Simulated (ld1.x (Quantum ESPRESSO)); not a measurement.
**Cr (Z = 24): variants of one PAW potential**

Base potential:

- Element: chromium
- Generator: ld1.x (Quantum ESPRESSO) 7.5
- Type: PAW
- Functional: PBEsol
- Relativity: scalar-relativistic
- Frozen core: [Ne]
- Valence charge: 14
- Reference configuration: 3s2 3p6 3d5 4s1 4p0
- Partial waves: 3s (bound): rcut 1.20, rcutus 1.40 bohr; 4s (bound): rcut 1.20, rcutus 1.40 bohr; 3p (bound): rcut 1.35, rcutus 1.40 bohr; 4p (bound, empty): rcut 1.35, rcutus 1.40 bohr; 3d (bound): rcut 1.35, rcutus 1.65 bohr; 3d channel at 2 Ry: rcut 1.35, rcutus 1.65 bohr
- Local potential: all-electron potential smoothed inside 1.35 bohr (lloc = -1)
- Core correction: Bessel-smoothed model core inside 0.90 bohr
- Augmentation charge: BESSEL, radius 1.05 bohr

All-electron outer shells of the reference configuration (PBEsol, scalar-relativistic, ld1.x):

```csv
shell,level (eV),outermost node (bohr),outermost maximum (bohr)
2s,-666.34,0.09,0.24
2p,-560.29,–,0.20
3s,-73.77,0.36,0.78
3p,-45.34,0.33,0.80
4s,-4.02,1.12,2.74
3d,-2.93,–,0.84
4p,-0.95,1.25,3.89
```

Cutoffs, loose and tight: the cutoffs (Ry, on a coarse ladder) from which the occupation-weighted sum of valence levels, in a spherical-Bessel basis at the reference potential, stays within 10 and 1 mRy of its value at 400 Ry. They do not see the model core or the augmentation charge, which bear on the density cutoff. Test errors are all-electron minus pseudo excitation energies from the reference, over the configurations 3s2 3p6 3d5 4s0 4p0; 3s2 3p6 3d4 4s0 4p0; 3s2 3p6 3d3 4s0 4p0; 3s2 3p6 3d4 4s2 4p0; 3s2 3p6 3d2 4s0 4p0; 3s2 3p6 3d5 4s0 4p1; 3s2 3p6 3d5.5 4s0.5 4p0. A dash means not determined; rows that change the core or the reference have their own tests.

| change | outcome | cutoff, loose | cutoff, tight | bound ghosts | largest test error (meV) |
| --- | --- | --- | --- | --- | --- |
| base | generated | 45 Ry | 80 Ry | none | +37 |
| core correction a·sin(br)/r model core, default radius (ld1.x builds one for every PAW set, though the input has nlcc=.false.) | generated | 45 Ry | 80 Ry | none | +34 |
| core correction Bessel-smoothed model core inside 0.58 bohr | generated | 45 Ry | 80 Ry | none | +50 |
| core correction Bessel-smoothed model core inside 0.68 bohr | generated | 45 Ry | 80 Ry | none | +46 |
| core correction Bessel-smoothed model core inside 0.80 bohr | generated | 45 Ry | 80 Ry | none | +40 |
| core correction Bessel-smoothed model core inside 0.96 bohr | generated | 45 Ry | 80 Ry | none | +36 |
| core correction Bessel-smoothed model core inside 1.14 bohr | generated | 45 Ry | 80 Ry | none | +35 |
| core correction Bessel-smoothed model core inside 1.22 bohr | generated | 45 Ry | 80 Ry | none | +34 |
| core correction Bessel-smoothed model core inside 1.42 bohr | generated | 45 Ry | 80 Ry | none | +34 |
| core correction Bessel-smoothed model core inside 1.50 bohr | generated | 45 Ry | 80 Ry | none | +34 |
| core correction Bessel-smoothed model core inside 1.66 bohr | generated | 45 Ry | 80 Ry | none | +34 |
